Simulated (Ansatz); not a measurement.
Reaction (SMILES): C[C@@H]1CC[C@H](C)C1 -> C[C]1CC[C@H](C)C1 + H atom (the C-H bond at the site shown breaks; other sites are not compared here)
Each molecule is optimised on its own at B3LYP-D3(BJ)/def2-TZVP (Ansatz, a first-principles code), one conformer each, not searched for the lowest. Frequencies are from Ansatz.

Wanted: bond dissociation energy (enthalpy at 298 K, with B3LYP-D3(BJ) rigid-rotor harmonic-oscillator terms), in kJ/mol. Cores are frozen in the correlated levels unless marked. UHF or UKS for open shells. Spin-orbit coupling is left out. No relativistic terms. CBS(X,Y): correlation extrapolated as X^-3; Hartree-Fock from the larger set. The bracket is a focal-point correction in the basis named.

```csv
level,program,bond dissociation energy (kJ/mol)
PBE-D4/def2-TZVPD,Ansatz + dftd4,367.0
PBE0-D3(BJ)/def2-TZVP,Ansatz + dftd3,370.3
r2SCAN0-D4/def2-TZVPD,Ansatz + dftd4,364.9
HSE06/def2-TZVPD,Ansatz,…
B2PLYP/def2-TZVPD,Ansatz,…
CCSD/6-31G*,Ansatz,…
CCSD/cc-pVTZ,Ansatz,388.8
"RI-MP2/CBS(cc-pVTZ,cc-pVQZ)+[CCSD(T)-MP2]/cc-pVTZ",Ansatz,…
```

**Question.** What belongs in the gaps?

**Answer.** 
- HSE06/def2-TZVPD, bond dissociation energy (kJ/mol): 368.0
- B2PLYP/def2-TZVPD, bond dissociation energy (kJ/mol): 379.4
- CCSD/6-31G*, bond dissociation energy (kJ/mol): 359.0
- RI-MP2/CBS(cc-pVTZ,cc-pVQZ)+[CCSD(T)-MP2]/cc-pVTZ, bond dissociation energy (kJ/mol): 398.6
